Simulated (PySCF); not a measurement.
Bonds (- single, = double, # triple, : aromatic): C1=C2, C2-C3, C3=C4, C4-C5, C4-O6, O6-Si7. C1 carries H8, H9; C2 carries H10; C3 carries H11; C5 carries H12, H13, H14; Si7 carries H15, H16, H17. Stereochemistry as in C=C/C=C(\C)O[SiH3]. H9 is cis to C3; H8 is trans to C3.

[PySCF: structure optimised with PBE0-D3(BJ)/def2-SVP; GIAO CAM-B3LYP/pcSseg-1 shieldings; relativity neglected; one averaged value for each set of equivalent atoms; one conformer; gas phase]

Referencing at the same level of theory: ¹³C (σ = 182.45 ppm) and ¹H (σ = 31.33 ppm) and ²⁹Si (σ = 343.41 ppm) vs TMS; H2O for ¹⁷O (σ = 338.55 ppm).

| atoms | nucleus | count | δ (ppm) |
| --- | --- | --- | --- |
| Si7 | ²⁹Si | 1 | -41.1 |
| H9 | ¹H | 1 | 5.16 |
| H10 | ¹H | 1 | 6.40 |
| H8 | ¹H | 1 | 5.02 |
| C5 | ¹³C | 1 | ? |
| H11 | ¹H | 1 | 5.10 |
| C2 | ¹³C | 1 | 143.8 |
| C3 | ¹³C | 1 | 113.1 |
| C4 | ¹³C | 1 | 167.2 |
| O6 | ¹⁷O | 1 | ? |
| H12/H13/H14 | ¹H | 3 | ? |
| H15/H16/H17 | ¹H | 3 | 4.78 |
| C1 | ¹³C | 1 | ? |

**Question.** Fill in the missing shifts.

**Answer.** 
- C1: 119.9 ppm, terminal =CH2 carbon; as expected for a trigonal carbon in a double bond
- C5: 18.5 ppm, allylic methyl carbon; aliphatic region, no heteroatom directly attached
- H12/H13/H14: 1.91 ppm, hydrogen on an allylic methyl carbon; allylic position
- O6: 113.4 ppm, oxygen bonded to C, Si

Shifts are as computed, not scaled to solution data. Of 1313 compounds with measured shifts, 239 miss one by over three times the rms of a fit or turn the order of signals round; such compounds aren't used in these exercises. Experimental scales use liquid or dissolved standards, which lie at an offset from isolated H2O (liquid H2O: subtract about 36 ppm).
